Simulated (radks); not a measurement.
The chlorine anion Cl-, [Ar], held by a Watson sphere: a shell of charge +1 at radius R that stands for the Madelung well of a crystal (potential energy -1/R inside, -1/r outside, in hartree with lengths in bohr). All-electron calculation, scalar-relativistic Kohn-Sham, r2SCAN, spin-polarised, spherical densities, finite nucleus; meta-GGA in the generalised Kohn-Sham scheme; Fermi nuclear charge, rms radius of each element as measured or else 0.836 A^(1/3) + 0.57 fm. Program: a radial shooting solver on a logarithmic mesh with Libxc functionals.

| R (bohr) | e(2p) (eV) | e(3s) (eV) | e(3p) (eV) | <r> 3p (bohr) | sum of <r^2> (bohr^2) | X-ray form factor at sin(theta)/lambda = 0.2 1/angstrom |
|---|---|---|---|---|---|---|
| 2.1 | -192.67 | -21.642 | -9.271 | 1.875 | 32.70 | 12.197 |
| 2.34 | -192.52 | -21.147 | -8.875 | 1.902 | 33.58 | 12.141 |
| 2.7 | -192.22 | -20.453 | -8.270 | 1.936 | 34.73 | 12.082 |
| 3.07 | -191.84 | -19.808 | -7.668 | 1.963 | 35.69 | 12.046 |
| 3.36 | -191.51 | -19.348 | -7.225 | 1.979 | 36.32 | 12.029 |
| 4.24 | -190.52 | -18.174 | -6.060 | 2.012 | 37.64 | 12.008 |
